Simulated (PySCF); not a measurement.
# CH3F2Si: g tensor and hyperfine couplings

Species: CH₃F₂Si (doublet state).
Structure used (GFN2-xTB), in Å, numbered top down from 1:
```
atom  x, y, z in Å
F1    -1.2394   -1.2676   -0.4383
C2    -0.7556   -0.0839    0.0321
F3    -1.4879    0.8960   -0.5680
Si4    1.1263    0.1078   -0.3730
H5    -1.0069   -0.0484    1.1049
H6     1.5411    1.4416    0.0335
H7     1.8258   -1.0407    0.1816
```

The hyperfine couplings belong to this conformer and change with its torsions.

As a line formula: `FC(F)[SiH2]` [radical].

Method: PySCF, UKS B3LYP, pcH-1 on C F H Si, non-relativistic, mean-field spin-orbit, GIAO. Isolated species at its GFN2-xTB geometry (one conformer only). The geometry wasn't refined by DFT: couplings that depend on bond lengths, twists or pyramidal angles can differ widely from those at the functional's own minimum, by a factor of two or more for some ions and for spin on atoms past the first row. Stability of the SCF solution: not tested.

```json
{"g1, g2, g3": "2.00215, 2.00313, 2.00451", "g_iso": "2.00326", "Form of g": "rhombic: the two nearest values differ by 41 % of g3 − g1", "⟨S²⟩": "0.7516 (exact 0.7500)", "α and β electrons": "21, 20"}
```

Isotropic coupling and dipolar principal values T1 to T3, in MHz; ρ(0) is the spin density at the nucleus:

| atom | isotope | a_iso | of which spin–orbit | T1 | T2 | T3 | Mulliken spin population | ρ(0) (bohr⁻³) |
| --- | --- | --- | --- | --- | --- | --- | --- | --- |
| F1 | 19F | 20.8 | 0.0 | -5.9 | -2.3 | 8.1 | 0.00 | 0.0049 |
| C2 | 13C | -7.8 | 0.0 | -3.5 | -3.5 | 7.0 | 0.00 | -0.0070 |
| F3 | 19F | 20.8 | 0.0 | -5.9 | -2.3 | 8.1 | 0.00 | 0.0049 |
| Si4 | 29Si | -478.4 | 1.0 | -181.2 | 89.9 | 91.3 | 0.99 | 0.5395 |
| H5 | 1H | 43.8 | 0.0 | -4.3 | 0.6 | 3.7 | 0.01 | 0.0098 |
| H6 | 1H | 34.1 | 0.0 | -10.3 | 1.7 | 8.6 | 0.00 | 0.0076 |
| H7 | 1H | 34.1 | 0.0 | -10.3 | 1.7 | 8.6 | 0.00 | 0.0076 |

The largest Mulliken spin population is on Si4 (+0.99). The angles at Si4 add up to 334.8°, so it is pyramidal.

Axes: g3 points within 15° of the C2–Si4 bond.

Under fast tumbling the dipolar parts average out, and these isotropic splittings remain: 1 × 1H (H5, I = 1/2, 2 lines) with 1.56 mT, 2 × 1H (H6/H7, I = 1/2, 3 lines) with 1.22 mT and 2 × 19F (F1/F3, I = 1/2, 3 lines) with 0.74 mT.

The 13C coupling of C2 (-7.8 MHz) shows only in satellite lines or after enrichment, since that isotope makes up about 1.07 % of natural carbon.

The 29Si coupling of Si4 (-478.4 MHz) shows only in satellite lines or after enrichment, since that isotope makes up about 4.7 % of natural silicon.

Examples of negative spin density at the nucleus (bohr⁻³): C2 (-0.0070).

Time: 14 s (with the writing of density and orbital grids); peak memory 0.52 GiB. Hardware: Arm Neoverse V1, one thread, shared host with 64 logical CPUs at a one-minute load of 44.
